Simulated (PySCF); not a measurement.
Os⁶⁹⁺ (osmium, charge +69) across methods

[He] 2s2 2p3, high-spin 4S determinant. Computed with PySCF 2.14 in an uncontracted even-tempered set (18 s from 50 bohr⁻², ratio 2.2; 13 p from 65 bohr⁻², ratio 2.2; 5 d from 240 bohr⁻², ratio 2.4; 5 f from 360 bohr⁻², ratio 2.4; 4 g from 540 bohr⁻², ratio 2.4), with the spin-free X2C one-electron Hamiltonian (Gaussian nucleus).

```json
{"method": "LDA", "E (hartree)": "-9807.15", "mean ε 2s α (eV)": "-19478.4", "mean ε 2s β (eV)": "-19381.5", "mean ε 2p α (eV)": "-18003.5", "Σ⟨r²⟩ (bohr²)": "0.02815", "⟨S²⟩": "3.750"}
{"method": "r2SCAN0", "E (hartree)": "-9817.01", "mean ε 2s α (eV)": "-19576.9", "mean ε 2s β (eV)": "-19434.4", "mean ε 2p α (eV)": "-18073.3", "Σ⟨r²⟩ (bohr²)": "0.02812", "⟨S²⟩": "3.750"}
{"method": "r2SCAN", "E (hartree)": "-9817.18", "mean ε 2s α (eV)": "-19528.6", "mean ε 2s β (eV)": "-19404.8", "mean ε 2p α (eV)": "-18033.2", "Σ⟨r²⟩ (bohr²)": "0.02812", "⟨S²⟩": "3.750"}
{"method": "UHF", "E (hartree)": "-9816.24586", "mean ε 2s α (eV)": "-19721.5", "mean ε 2s β (eV)": "-19521.5", "mean ε 2p α (eV)": "-18192.4", "Σ⟨r²⟩ (bohr²)": "0.02811", "⟨S²⟩": "3.750"}
{"method": "PBE", "E (hartree)": "-9817.09", "mean ε 2s α (eV)": "-19494.4", "mean ε 2s β (eV)": "-19397.2", "mean ε 2p α (eV)": "-18010.6", "Σ⟨r²⟩ (bohr²)": "0.02813", "⟨S²⟩": "3.750"}
{"method": "MN15", "E (hartree)": "-9828.19", "mean ε 2s α (eV)": "-19450.9", "mean ε 2s β (eV)": "-19451.3", "mean ε 2p α (eV)": "-18016.6", "Σ⟨r²⟩ (bohr²)": "0.02812", "⟨S²⟩": "3.750"}
{"method": "PBE0", "E (hartree)": "-9816.93", "mean ε 2s α (eV)": "-19551.5", "mean ε 2s β (eV)": "-19428.9", "mean ε 2p α (eV)": "-18056.4", "Σ⟨r²⟩ (bohr²)": "0.02813", "⟨S²⟩": "3.750"}
```

Spin-orbit coupling, which splits the p, d and f shells strongly at this Z, is absent. Spin-orbit coupling is strong in this species (close to jj coupling), so the high-spin LS determinant is a model state, not a physical level.
